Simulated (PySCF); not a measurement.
Electron correlation in Zn(2+) (zinc, charge +2)

Starting occupation: [Ar] 3d10. All numbers are calculated (PySCF 2.14, X2C-1e with screened-nucleus spin-orbit coupling, Gaussian nucleus, in x2c-TZVPPall-2c). Frozen: [Ne]; 18 electrons correlated; the 6 highest virtual spinors left out.

MP2 pair energies summed by pair of shells (mhartree):

```json
{"pair": "3d3/2-3d5/2", "energy": "-211.12", "share (%)": "27.1"}
{"pair": "3d5/2-3d5/2", "energy": "-146.34", "share (%)": "18.8"}
{"pair": "3d5/2-3p3/2", "energy": "-88.47", "share (%)": "11.3"}
{"pair": "3d3/2-3d3/2", "energy": "-62.02", "share (%)": "7.9"}
{"pair": "3d3/2-3p3/2", "energy": "-60.66", "share (%)": "7.8"}
{"pair": "3d5/2-3p1/2", "energy": "-45.61", "share (%)": "5.8"}
{"pair": "3d5/2-3s1/2", "energy": "-31.74", "share (%)": "4.1"}
{"pair": "3d3/2-3p1/2", "energy": "-28.68", "share (%)": "3.7"}
{"pair": "3p1/2-3p3/2", "energy": "-25.17", "share (%)": "3.2"}
{"pair": "3p3/2-3p3/2", "energy": "-24.68", "share (%)": "3.2"}
{"pair": "3d3/2-3s1/2", "energy": "-21.14", "share (%)": "2.7"}
{"pair": "3p3/2-3s1/2", "energy": "-16.29", "share (%)": "2.1"}
{"pair": "3p1/2-3s1/2", "energy": "-8.18", "share (%)": "1.0"}
{"pair": "3p1/2-3p1/2", "energy": "-6.10", "share (%)": "0.8"}
{"pair": "3s1/2-3s1/2", "energy": "-3.93", "share (%)": "0.5"}
```

Total MP2 correlation energy: -780.13 mhartree.

This basis was not built for core-valence correlation, so the inner-shell part is incomplete.
